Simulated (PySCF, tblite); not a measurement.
Species: C5H11F2PSi2.
Atom-mapped SMILES: `[CH:1]#[C:2][C@@H:3]([CH3:4])[Si@@H:5]([SiH2:6][PH2:7])[CH:8]([F:9])[F:10]` (hydrogens: H11 on C1; H12 on C3; H13, H14, H15 on C4; H16 on Si5; H17, H18 on Si6; H19, H20 on P7; H21 on C8)

Cartesian coordinates in Å at the GFN2-xTB level; atoms count from 1:
```xyz
21
C5H11F2PSi2 angstrom
C     -2.8012   -0.3661   -2.2423
C     -1.9134    0.1253   -1.6062
C     -0.8591    0.7120   -0.8086
C     -1.4230    1.2879    0.4952
Si     0.5301   -0.5827   -0.4695
Si     2.0392    0.1697    1.1381
P      2.4127    2.3365    0.6683
C     -0.3529   -2.1545    0.2543
F     -0.7601   -1.9280    1.5378
F      0.5401   -3.1834    0.3287
H     -3.5805   -0.7814   -2.8085
H     -0.4206    1.5343   -1.3859
H     -1.8325    0.5003    1.1238
H     -0.6381    1.8053    1.0461
H     -2.2182    1.9999    0.2812
H      1.0233   -1.0726   -1.7696
H      1.5182    0.1748    2.5108
H      3.2861   -0.6091    1.1523
H      3.5944    2.4235    1.3741
H      3.0729    2.0906   -0.5223
H     -1.2262   -2.5243   -0.2981
```

Method used: PBE0/pcSseg-1 in PySCF (dipole) on a GFN2-xTB geometry, gas phase.

Take the most abundant isotopes and a rigid rotor. The values belong to one conformer with, in the numbering `[CH:1]#[C:2][C@@H:3]([CH3:4])[Si@@H:5]([SiH2:6][PH2:7])[CH:8]([F:9])[F:10]`, C2–C3–Si5–Si6 -169°, C3–Si5–Si6–P7 -42°, Si5–Si6–P7–H -160° and -68°, C3–Si5–C8–F9 -73°.

(1) What are A, B and C (MHz)?

(2) What kind of rotor is it?

(3) What does the inertial defect say?

(4) Which lines would a microwave search look for?

(5) Estimate the classical rotational partition function at 10 K, 100 K and 500 K.

## Answers

(1) Ia = 545.34, Ib = 873.38, Ic = 1207.84 u·Å²; 505379 MHz·u·Å²/I gives A = 926.7, B = 578.6, C = 418.4 MHz.

(2) An asymmetric top: κ = (2 × 578.6 − 926.7 − 418.4)/(926.7 − 418.4) = -0.37.

(3) Not planar: Δ = Ic − Ia − Ib = -210.88 u·Å². For a rigid frame Δ = −2 Σ m c², so Σ m c² = 105.44 u·Å² lies off the ab plane: 20.46 from hydrogen and 84.98 from heavier atoms. The atom farthest from that plane is 2.16 Å away.

(4) The dipole components are |μa| = 0.73 D, |μb| = 1.07 D, |μc| = 0.97 D. The squared components, which scale the intensities, stand as 0.46 : 1.00 : 0.81 (a : b : c). Some lines, for components of 0.1 D or more:

```json
{"type": "b", "branch": "Q", "J(Ka,Kc)": "1(1,0) ← 1(0,1)", "MHz": "508", "lower level (cm⁻¹)": "0.033"}
{"type": "a", "branch": "Q", "J(Ka,Kc)": "4(2,2) ← 4(2,3)", "MHz": "521", "lower level (cm⁻¹)": "0.389"}
{"type": "c", "branch": "Q", "J(Ka,Kc)": "3(2,2) ← 3(1,2)", "MHz": "836", "lower level (cm⁻¹)": "0.229"}
{"type": "a", "branch": "Q", "J(Ka,Kc)": "3(1,2) ← 3(1,3)", "MHz": "954", "lower level (cm⁻¹)": "0.197"}
{"type": "b", "branch": "Q", "J(Ka,Kc)": "3(2,1) ← 3(1,2)", "MHz": "1037", "lower level (cm⁻¹)": "0.229"}
{"type": "b", "branch": "Q", "J(Ka,Kc)": "2(2,0) ← 2(1,1)", "MHz": "1088", "lower level (cm⁻¹)": "0.122"}
{"type": "b", "branch": "Q", "J(Ka,Kc)": "5(2,3) ← 5(1,4)", "MHz": "1374", "lower level (cm⁻¹)": "0.539"}
{"type": "c", "branch": "Q", "J(Ka,Kc)": "5(3,3) ← 5(2,3)", "MHz": "1444", "lower level (cm⁻¹)": "0.585"}
{"type": "c", "branch": "R", "J(Ka,Kc)": "1(1,0) ← 0(0,0)", "MHz": "1505", "lower level (cm⁻¹)": "0.000"}
{"type": "b", "branch": "R", "J(Ka,Kc)": "2(0,2) ← 1(1,1)", "MHz": "1602", "lower level (cm⁻¹)": "0.045"}
{"type": "a", "branch": "Q", "J(Ka,Kc)": "5(1,4) ← 5(1,5)", "MHz": "2213", "lower level (cm⁻¹)": "0.466"}
{"type": "b", "branch": "Q", "J(Ka,Kc)": "5(1,4) ← 5(0,5)", "MHz": "2236", "lower level (cm⁻¹)": "0.465"}
{"type": "b", "branch": "R", "J(Ka,Kc)": "3(0,3) ← 2(1,2)", "MHz": "2602", "lower level (cm⁻¹)": "0.106"}
{"type": "c", "branch": "Q", "J(Ka,Kc)": "5(4,2) ← 5(3,2)", "MHz": "2758", "lower level (cm⁻¹)": "0.640"}
{"type": "a", "branch": "R", "J(Ka,Kc)": "3(0,3) ← 2(0,2)", "MHz": "2834", "lower level (cm⁻¹)": "0.098"}
{"type": "b", "branch": "Q", "J(Ka,Kc)": "4(4,0) ← 4(3,1)", "MHz": "2887", "lower level (cm⁻¹)": "0.466"}
{"type": "b", "branch": "R", "J(Ka,Kc)": "4(0,4) ← 3(1,3)", "MHz": "3543", "lower level (cm⁻¹)": "0.197"}
{"type": "b", "branch": "R", "J(Ka,Kc)": "5(2,3) ← 4(3,2)", "MHz": "3629", "lower level (cm⁻¹)": "0.464"}
{"type": "a", "branch": "R", "J(Ka,Kc)": "4(0,4) ← 3(0,3)", "MHz": "3667", "lower level (cm⁻¹)": "0.193"}
{"type": "a", "branch": "R", "J(Ka,Kc)": "4(2,3) ← 3(2,2)", "MHz": "3954", "lower level (cm⁻¹)": "0.257"}
{"type": "b", "branch": "R", "J(Ka,Kc)": "5(1,4) ← 4(2,3)", "MHz": "4524", "lower level (cm⁻¹)": "0.389"}
{"type": "a", "branch": "R", "J(Ka,Kc)": "5(1,4) ← 4(1,3)", "MHz": "5118", "lower level (cm⁻¹)": "0.369"}
{"type": "c", "branch": "R", "J(Ka,Kc)": "3(3,0) ← 2(2,0)", "MHz": "5121", "lower level (cm⁻¹)": "0.158"}
{"type": "b", "branch": "R", "J(Ka,Kc)": "3(3,0) ← 2(2,1)", "MHz": "5165", "lower level (cm⁻¹)": "0.157"}
{"type": "c", "branch": "R", "J(Ka,Kc)": "4(1,3) ← 3(0,3)", "MHz": "5273", "lower level (cm⁻¹)": "0.193"}
{"type": "a", "branch": "R", "J(Ka,Kc)": "5(2,3) ← 4(2,2)", "MHz": "5377", "lower level (cm⁻¹)": "0.406"}
{"type": "c", "branch": "R", "J(Ka,Kc)": "4(3,1) ← 3(2,1)", "MHz": "6074", "lower level (cm⁻¹)": "0.263"}
{"type": "b", "branch": "R", "J(Ka,Kc)": "5(4,1) ← 4(3,2)", "MHz": "8031", "lower level (cm⁻¹)": "0.464"}
```

(5) Point group C1, symmetry number σ = 1; q = (√π/σ)·√((kT/h)³/(ABC)), k/h = 20836.6 MHz/K: 11300 at 10 K, 356000 at 100 K, 3980000 at 500 K.

Its GFN2-xTB frequencies are all real (lowest 25 cm⁻¹). No vibrational averaging or centrifugal distortion is included, and the geometry carries the error of its method. A rigid rotor knows nothing of internal rotation, which can split or shift real lines.
